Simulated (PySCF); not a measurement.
These are PBE-D3(BJ)/def2-TZVP // B3LYP-D3(BJ)/def2-TZVP (PySCF) values and carry that method's errors. All species are isolated molecules in the gas phase. Delta-SCF ions had no search for a lower state. Excitations are Tamm–Dancoff values on a coarser integration grid. The basis has no diffuse functions, so Rydberg states are missing or too high.

Reference species (SMILES): `[C-]#[N+]S` (neutral, multiplicity 1).

```json
{
 "S1 oscillator strength": "0.000",
 "vertical ionisation energy (Delta-SCF)": "10.35 eV",
 "S1–T1 gap (TDA)": "0.61 eV",
 "S1 excitation (TDA)": "4.73 eV"
}
```

Changed species: `F[Si](F)(F)S` (X = trifluorosilyl; the reference has X = isocyano).

Question: Give the shifts of the S1 oscillator strength, vertical ionisation energy (Delta-SCF), S1–T1 gap (TDA) and S1 excitation (TDA).

Answer: the S1 oscillator strength hardly moves; the vertical ionisation energy (Delta-SCF) rises by 0.57 eV, to 10.92 eV; the S1–T1 gap (TDA) drops by 0.05 eV, to 0.56 eV; the S1 excitation (TDA) rises by 1.59 eV, to 6.32 eV.
